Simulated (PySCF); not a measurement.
# Nuclear quadrupole coupling in `CO/C=C\C/C(C)=C\F`

C7H11FO.
Geometry (GFN2-xTB, Å), atoms numbered from 1 in this order:
```xyz
20
C7H11FO angstrom
C      3.2295    0.2037   -0.8755
O      1.9627    0.1205   -0.2737
C      1.2284   -0.9843   -0.5955
C      0.0860   -1.2833    0.0089
C     -0.5136   -0.4594    1.1109
C     -1.7130    0.3115    0.6257
C     -1.4657    1.3250   -0.4455
C     -2.9296    0.1123    1.1045
F     -3.1935   -0.7967    2.0702
H      3.6518    1.1606   -0.5729
H      3.1575    0.1699   -1.9686
H      3.8877   -0.6042   -0.5369
H      1.6325   -1.6071   -1.3866
H     -0.4641   -2.1536   -0.3110
H     -0.8106   -1.1109    1.9349
H      0.2416    0.2456    1.4641
H     -1.1201    0.8269   -1.3501
H     -0.6821    2.0119   -0.1306
H     -2.3668    1.8877   -0.6736
H     -3.8238    0.6346    0.7983
```

Field gradients from the PBE0/pcSseg-1 density (PySCF, non-relativistic), principal values in atomic units, ordered |Vxx| ≤ |Vyy| ≤ |Vzz|:

| atom | Vxx | Vyy | Vzz |
| --- | --- | --- | --- |
| O2 | -0.2354 | -1.6788 | 1.9142 |

Task: Find the asymmetry η = (Vxx − Vyy)/Vzz and the couplings χ = eQV/h (234.96 MHz × Q in barn × V in au), with Q(17O) = −0.0256 b.

Result: 
| atom | environment | nucleus | η | χzz (MHz) | χxx (MHz) | χyy (MHz) |
| --- | --- | --- | --- | --- | --- | --- |
| O2 | ether oxygen | 17O | 0.75 | -11.51 | 1.42 | 10.10 |

The tensor is traceless: Vxx + Vyy + Vzz = 0.

Task: What is Vzz at O2 in SI units (1 au = 9.71736 × 10²¹ V/m²)?

Result: 1.9142 au = 18.601 × 10²¹ V/m².

Task: And the gradient at the other heavy atoms, for which no coupling is worked out here?

Result: 
```
atom                      environment  Vzz (au)     η
  C1                   methoxy carbon     0.415  0.07
  C3    vinylic carbon bearing oxygen    -0.369  0.38
  C4                 alkene CH carbon     0.163  0.76
  C5                   allylic carbon    -0.103  0.76
  C6  fully substituted alkene carbon     0.226  0.56
  C7                   allylic carbon     0.075  0.11
  C8               vinylic C–F carbon     0.454  0.81
  F9                   vinyl fluorine     2.912  0.11
```

Were the hydrogens deuterons (Q(2H) = 0.00286 b), χzz would run from 195 kHz (H11 and H12) to 225 kHz (H14).

Isolated species at its GFN2-xTB geometry (one conformer only). GFN2-xTB bond lengths can be off by several hundredths of an ångström, more for odd bonds, and the gradients follow them. The basis is small and wasn't made for field gradients, so the couplings can be 20 % off.
